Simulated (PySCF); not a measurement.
PySCF input:

```python
from pyscf import gto, scf, dft

mol = gto.M(
    atom='''
    B     0.12097551    0.41893980   -0.04317243
    O     1.13529893   -0.27687544    0.46827673
    O    -1.10677257   -0.05789316   -0.38847549
    H     0.38503049    1.58663834   -0.18997045
    H    -1.21811895   -1.00318858   -0.23257734
    ''',
    basis='def2-tzvpd',
    charge=0,
    spin=1,
    verbose=4,
)

mf = dft.UKS(mol, xc='m062x').density_fit(auxbasis='def2-universal-jkfit')
mf.grids.level = 4
mf.conv_tol = 1e-9
mf.max_cycle = 100
mf.max_memory = 1500
mf.kernel()
if not mf.converged:
    mf = mf.newton()
    mf.kernel(mf.make_rdm1())
for _ in range(2):
    mo, _, stable, _ = mf.stability(return_status=True)
    if stable:
        break
    mf.kernel(mf.make_rdm1(mo, mf.mo_occ))
mf.analyze()
```

Problem. Which total energy does the run end on?

Solution. -176.52694 Eh (M06-2X/def2-TZVPD).

It need not be the lowest isomer of its formula.
